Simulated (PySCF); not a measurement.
Symmetry of computed structures. Method: CAM-B3LYP/def2-SVPD in PySCF (dipole) on a GFN2-xTB geometry, gas phase. The symmetry is that of the one conformer found, every atom within 0.08 Å of its image; none is proved a minimum here.

(1) Point group, rotor type and polarity of `[F:1]/[CH:2]=[CH:3]\[C:4]1=[CH:5][C@@H:6]2[C@@H:7]3[C@H:8]1[C@H:9]23` with C2–C3–C4–C5 180°?

(2) What symmetry has `[CH:1]#[C:2]/[CH:3]=[C:4]([F:5])\[CH:6]=[CH:7]\[CH:8]=[CH2:9]` with C3–C4–C6–C7 180°, C6–C7–C8–C9 180°?

(3) `[CH2:1]=[C:2]1[CH:3]=[CH:4]/[C:5]1=[CH:6]/[CH:7]=[CH:8]/[F:9]` with C5–C6–C7–C8 180°: symmetry, top, dipole?

Results:

(1) Cs; asymmetric top; symmetry number 1; 2 operations, which sort the 16 atoms into 14 sets; dipole 1.19 D, in the ab plane, which is the mirror.

(2) Cs; asymmetric top; symmetry number 1; 2 operations, which sort the 16 atoms into 16 sets; dipole 1.53 D, in the ab plane, which is the mirror; A, B, C = 2926, 796.6, 626.1 MHz; heavy atoms equivalent by symmetry: none.

(3) Cs; near-prolate asymmetric top; symmetry number 1; 2 operations, which sort the 16 atoms into 16 sets; dipole 2.21 D, in the ab plane, which is the mirror; A, B, C = 4198, 767.3, 648.7 MHz.
